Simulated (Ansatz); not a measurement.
Reaction (hydrogenolysis of the Al–S bond): `[SiH3][CH2][AlH][S][SiH3]` + H₂ → `[AlH2][CH2][SiH3]` + `[SiH3]S`

Program: Ansatz. Geometries: PBE0-D4/def2-TZVP. ΔE: electronic, gas phase. CBS: MP2 limit from def2 TZ/QZ plus the TZ coupled-cluster correction, frozen cores. This one scheme is used for every species. DFT in def2-TZVPP. B3LYP here is the variant with VWN-RPA as its local correlation; programs differ in this. One conformer a species, not always the lowest.

CCSD(T)/CBS gives +115.8 kJ/mol.

Another level gave +112.3 kJ/mol. Which?
A. PBE/def2-TZVPP
B. r2SCAN-D4/def2-TZVPP
C. B3LYP/def2-TZVPP
D. PBE-QIDH/def2-TZVPP

D. PBE-QIDH 112.3, B3LYP 93.4, PBE 104.3, r2SCAN-D4 118.5 kJ/mol.

Largest T1 diagnostic among the species: 0.011.

In def2-TZVPP, CCSD(T) changes the Hartree–Fock value by +28.1 kJ/mol (the triples alone add +6.8 kJ/mol) and MP2 by +38.8 kJ/mol. The D4 term adds +18.9 kJ/mol with B3LYP and +11.0 kJ/mol with PBE0; it sums over pairs of atoms, weighted by their polarisabilities, and B3LYP, whose exchange is more repulsive, gets the larger term. Leaving LDA and LC-ωPBE aside and taking each functional with its dispersion term where it has one, the values, not all of them listed here, spread over 16.7 kJ/mol, from B97M-V to r2SCAN-D4. LDA lies +8.3 kJ/mol from PBE without D4.
